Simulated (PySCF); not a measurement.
## 29Si chemical shifts

[PySCF 2.14.0 with density-fitted response routines: shieldings: GIAO PBE0/pcSseg-1; coordinates at the GFN2-xTB level; in vacuum; fast rotation and ring inversion assumed for equivalent nuclei; no relativistic terms; one conformer]

Shieldings were converted by a linear fit to measured shifts: 29Si: δ = 279.94 − 0.822σ (rms 8.9 ppm, 72 shifts, 25.8 ppm with the 6 outliers that the fit left out vs TMS, solution or neat liquid). A few per cent of atoms miss by over 2 rms, more outside the fitted compound classes.

Problem. Give the 29Si shifts of `C=N[Si@@H]1C[C@@H](F)C[C@H]1[SiH3]`, `C[Si@@H](P)SC1(C)CC1`, `C#C[SiH2]O[SiH2][SiH2]F`, `O=CCC[SiH2][SiH3]`.

Solution. 
```json
{"compound": "[CH2:1]=[N:2][Si@@H:3]1[CH2:4][C@@H:5]([F:6])[CH2:7][C@H:8]1[SiH3:9]", "environment": "Si3: silicon bonded to 2 C, N, H, in a 5-membered ring", "δ (ppm)": "-10.9"}
{"compound": "[CH2:1]=[N:2][Si@@H:3]1[CH2:4][C@@H:5]([F:6])[CH2:7][C@H:8]1[SiH3:9]", "environment": "Si9: silicon bonded to C, 3 H", "δ (ppm)": "-63.8"}
{"compound": "C[Si@@H](P)SC1(C)CC1", "environment": "silicon bonded to C, P, S, H", "δ (ppm)": "-8.0"}
{"compound": "[CH:1]#[C:2][SiH2:3][O:4][SiH2:5][SiH2:6][F:7]", "environment": "Si6: silicon bonded to F, Si, 2 H", "δ (ppm)": "-8.1"}
{"compound": "[CH:1]#[C:2][SiH2:3][O:4][SiH2:5][SiH2:6][F:7]", "environment": "Si5: silicon bonded to O, Si, 2 H", "δ (ppm)": "-37.7"}
{"compound": "[CH:1]#[C:2][SiH2:3][O:4][SiH2:5][SiH2:6][F:7]", "environment": "Si3: silicon bonded to C, O, 2 H", "δ (ppm)": "-52.1"}
{"compound": "[O:1]=[CH:2][CH2:3][CH2:4][SiH2:5][SiH3:6]", "environment": "Si5: silicon bonded to C, Si, 2 H", "δ (ppm)": "-67.9"}
{"compound": "[O:1]=[CH:2][CH2:3][CH2:4][SiH2:5][SiH3:6]", "environment": "Si6: silicon bonded to Si, 3 H", "δ (ppm)": "-97.9"}
```

Problem. Order these by 29Si shift, lowest first.
A. C=C([SiH3])CNC=O
B. CS[SiH2]/C(CF)=C(/C)F
C. CC(C)[C@@H]1CO[SiH2]S1

Solution. A (-65.9 ppm, silicon bonded to C, 3 H), B (-33.7 ppm, silicon bonded to C, S, 2 H), C (-1.6 ppm, silicon bonded to O, S, 2 H, in a 5-membered ring).
